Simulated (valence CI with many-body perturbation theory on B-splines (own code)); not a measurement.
# Tb LIX: electric-dipole lines

Level of theory: valence CI with perturbative core correlation (CI+MBPT): five valence electrons over a frozen Dirac-Fock core [He], a basis of 9 s, 9 p, 8 d, 6 f, 3 g, 1 h functions for each j, with the one-electron correlation potential Σ1, the two-electron term Σ2, the three-electron term Σ3, Breit, model QED; selected CI, second order for the rest (own B-spline code, finite nucleus).

The last digits are not significant, and no measured levels were compared; by estimate large intervals hold to a few tenths of a per cent, small ones and those within an open d or f shell to about a per cent. Among the levels kept, up to 1200 cm⁻¹ of a level comes from second order outside the variational space, and about a tenth of that is noise between levels of different J, which matters for small intervals.

Lines 151 to 200 of 248 in falling wavelength, among levels below 66611 × 10³ cm⁻¹, chosen from the strongest by gf and those to the six lowest levels. Wavelengths and rates use the calculated energies. Electric multipoles are in the length gauge, E1 and E2 with the static RPA response of the core. Weak lines are less certain than strong ones. Lines between different terms over intervals too small for the method are left out, as are lines whose strength nearly cancels. The highest levels of a list are the least certain.

Levels are named by their leading jj configuration (3d3/2^4 stands for four electrons in 3d with j = 3/2), which in mixed levels can hold well under half, so a name can repeat and another be missing. Letters in brackets count levels of one name in rising energy.

```tsv
λ vac (Å)	Upper	Lower	A (s⁻¹)	S (a.u.)
1.833	(2s^2 2p1/2 2p3/2 3s) J=3/2 [a]	(2s^2 2p1/2 2p3/2^2) J=3/2	4.98e+13	6.05e-04
1.832	(2s^2 2p1/2 2p3/2 3s) J=3/2 [b]	(2s^2 2p1/2 2p3/2^2) J=5/2	8.54e+13	1.04e-03
1.831	(2s^2 2p1/2 2p3/2 3p3/2) J=1/2 [b]	(2s 2p1/2^2 2p3/2^2) J=1/2	1.69e+12	1.03e-05
1.830	(2s^2 2p1/2 2p3/2 3s) J=1/2	(2s^2 2p1/2 2p3/2^2) J=3/2	1.01e+14	6.09e-04
1.828	(2s^2 2p1/2 2p3/2 3s) J=5/2	(2s^2 2p1/2 2p3/2^2) J=3/2	3.99e+12	7.22e-05
1.826	(2s^2 2p1/2 2p3/2 3s) J=3/2 [b]	(2s^2 2p1/2 2p3/2^2) J=3/2	1.64e+13	1.97e-04
1.823	(2s^2 2p1/2 2p3/2 3p3/2) J=5/2 [a]	(2s 2p1/2^2 2p3/2^2) J=5/2	3.35e+12	6.01e-05
1.820	(2s 2p1/2^2 2p3/2 3s) J=3/2 [b]	(2s 2p1/2^2 2p3/2^2) J=5/2	3.56e+12	4.24e-05
1.820	(2s^2 2p1/2 2p3/2 3p3/2) J=7/2	(2s 2p1/2^2 2p3/2^2) J=5/2	1.14e+10	2.70e-07
1.813	(2s^2 2p1/2 2p3/2 3p3/2) J=3/2 [b]	(2s 2p1/2^2 2p3/2^2) J=5/2	8.09e+12	9.52e-05
1.761	(2s 2p1/2^2 2p3/2 3p1/2) J=3/2 [a]	(2s^2 2p1/2 2p3/2^2) J=1/2	9.11e+10	9.81e-07
1.759	(2s 2p1/2^2 2p3/2 3d3/2) J=3/2 [a]	(2s 2p1/2^2 2p3/2^2) J=1/2	4.38e+13	4.71e-04
1.758	(2s 2p1/2^2 2p3/2 3d3/2) J=1/2	(2s 2p1/2^2 2p3/2^2) J=3/2	5.04e+13	2.71e-04
1.758	(2s 2p1/2^2 2p3/2 3d3/2) J=1/2	(2s 2p1/2^2 2p3/2^2) J=1/2	2.15e+13	1.15e-04
1.750	(2s 2p1/2^2 2p3/2 3p1/2) J=5/2	(2s^2 2p1/2 2p3/2^2) J=5/2	8.73e+10	1.39e-06
1.745	(2s^2 2p1/2 2p3/2 3d3/2) J=3/2 [a]	(2s^2 2p1/2 2p3/2^2) J=1/2	2.69e+13	2.83e-04
1.745	(2s 2p1/2^2 2p3/2 3p1/2) J=3/2 [a]	(2s^2 2p1/2 2p3/2^2) J=3/2	1.41e+12	1.48e-05
1.744	(2s^2 2p1/2 2p3/2 3d3/2) J=1/2 [a]	(2s^2 2p1/2 2p3/2^2) J=1/2	4.11e+13	2.15e-04
1.743	(2s 2p1/2^2 2p3/2 3d3/2) J=3/2 [b]	(2s 2p1/2^2 2p3/2^2) J=1/2	1.48e+13	1.55e-04
1.743	(2s 2p1/2^2 2p3/2 3p1/2) J=1/2	(2s^2 2p1/2 2p3/2^2) J=1/2	7.36e+11	3.84e-06
1.742	(2s 2p1/2^2 2p3/2 3p1/2) J=3/2 [b]	(2s^2 2p1/2 2p3/2^2) J=1/2	7.83e+12	8.17e-05
1.741	(2s 2p1/2^2 2p3/2 3d5/2) J=5/2	(2s 2p1/2^2 2p3/2^2) J=3/2	5.36e+13	8.38e-04
1.738	(2s 2p1/2^2 2p3/2 3d3/2) J=5/2	(2s 2p1/2^2 2p3/2^2) J=5/2	7.48e+13	1.16e-03
1.737	(2s 2p1/2^2 2p3/2 3d3/2) J=3/2 [a]	(2s 2p1/2^2 2p3/2^2) J=5/2	1.33e+14	1.37e-03
1.736	(2s 2p1/2^2 2p3/2 3d3/2) J=7/2	(2s 2p1/2^2 2p3/2^2) J=5/2	1.84e+12	3.80e-05
1.735	(2s^2 2p1/2 2p3/2 3d3/2) J=3/2 [b]	(2s^2 2p1/2 2p3/2^2) J=1/2	3.22e+13	3.32e-04
1.735	(2s^2 2p1/2 2p3/2 3d3/2) J=3/2 [a]	(2s^2 2p1/2 2p3/2^2) J=5/2	2.20e+13	2.27e-04
1.734	(2s^2 2p1/2 2p3/2 3d3/2) J=5/2 [a]	(2s^2 2p1/2 2p3/2^2) J=5/2	5.39e+13	8.32e-04
1.733	(2s^2 2p1/2 2p3/2 3d3/2) J=1/2 [b]	(2s^2 2p1/2 2p3/2^2) J=1/2	2.81e+13	1.45e-04
1.732	(2s^2 2p1/2^2 3d3/2) J=3/2	(2s^2 2p1/2^2 2p3/2) J=3/2	1.50e+14	1.54e-03
1.732	(2s 2p1/2^2 2p3/2 3p1/2) J=3/2 [b]	(2s^2 2p1/2 2p3/2^2) J=5/2	2.40e+13	2.46e-04
1.730	(2s^2 2p1/2 2p3/2 3d3/2) J=7/2	(2s^2 2p1/2 2p3/2^2) J=5/2	8.27e+12	1.69e-04
1.729	(2s^2 2p1/2 2p3/2 3d3/2) J=3/2 [a]	(2s^2 2p1/2 2p3/2^2) J=3/2	6.43e+13	6.57e-04
1.728	(2s^2 2p1/2 2p3/2 3d3/2) J=1/2 [a]	(2s^2 2p1/2 2p3/2^2) J=3/2	8.09e+13	4.12e-04
1.727	(2s 2p1/2^2 2p3/2 3p1/2) J=1/2	(2s^2 2p1/2 2p3/2^2) J=3/2	2.82e+12	1.43e-05
1.727	(2s^2 2p1/2 2p3/2 3d5/2) J=3/2 [a]	(2s^2 2p1/2 2p3/2^2) J=1/2	6.38e+13	6.48e-04
1.727	(2s^2 2p1/2 2p3/2 3d3/2) J=5/2 [b]	(2s^2 2p1/2 2p3/2^2) J=5/2	1.17e+13	1.78e-04
1.726	(2s 2p1/2^2 2p3/2 3p1/2) J=3/2 [b]	(2s^2 2p1/2 2p3/2^2) J=3/2	6.94e+12	7.05e-05
1.725	(2s^2 2p1/2 2p3/2 3d3/2) J=3/2 [b]	(2s^2 2p1/2 2p3/2^2) J=5/2	9.65e+13	9.78e-04
1.722	(2s^2 2p1/2 2p3/2 3d3/2) J=5/2 [b]	(2s^2 2p1/2 2p3/2^2) J=3/2	1.25e+12	1.89e-05
1.722	(2s 2p1/2^2 2p3/2 3d3/2) J=3/2 [b]	(2s 2p1/2^2 2p3/2^2) J=5/2	8.93e+13	8.99e-04
1.721	(2s^2 2p1/2 2p3/2 3d5/2) J=7/2 [a]	(2s^2 2p1/2 2p3/2^2) J=5/2	2.40e+13	4.83e-04
1.720	(2s^2 2p1/2 2p3/2 3d5/2) J=3/2 [b]	(2s^2 2p1/2 2p3/2^2) J=1/2	7.90e+14	7.94e-03
1.720	(2s^2 2p1/2 2p3/2 3d3/2) J=3/2 [b]	(2s^2 2p1/2 2p3/2^2) J=3/2	1.26e+11	1.26e-06
1.719	(2s 2p1/2^2 2p3/2 3d5/2) J=5/2	(2s 2p1/2^2 2p3/2^2) J=5/2	4.49e+14	6.76e-03
1.719	(2s^2 2p1/2 2p3/2 3d5/2) J=1/2	(2s^2 2p1/2 2p3/2^2) J=1/2	8.97e+14	4.50e-03
1.718	(2s^2 2p1/2 2p3/2 3d3/2) J=1/2 [b]	(2s^2 2p1/2 2p3/2^2) J=3/2	8.68e+13	4.34e-04
1.717	(2s^2 2p1/2 2p3/2 3d5/2) J=3/2 [a]	(2s^2 2p1/2 2p3/2^2) J=5/2	4.41e+13	4.41e-04
1.716	(2s^2 2p1/2 2p3/2 3d5/2) J=5/2 [a]	(2s^2 2p1/2 2p3/2^2) J=5/2	2.31e+14	3.45e-03
1.715	(2s^2 2p1/2^2 3d5/2) J=5/2	(2s^2 2p1/2^2 2p3/2) J=3/2	8.22e+14	1.23e-02
```
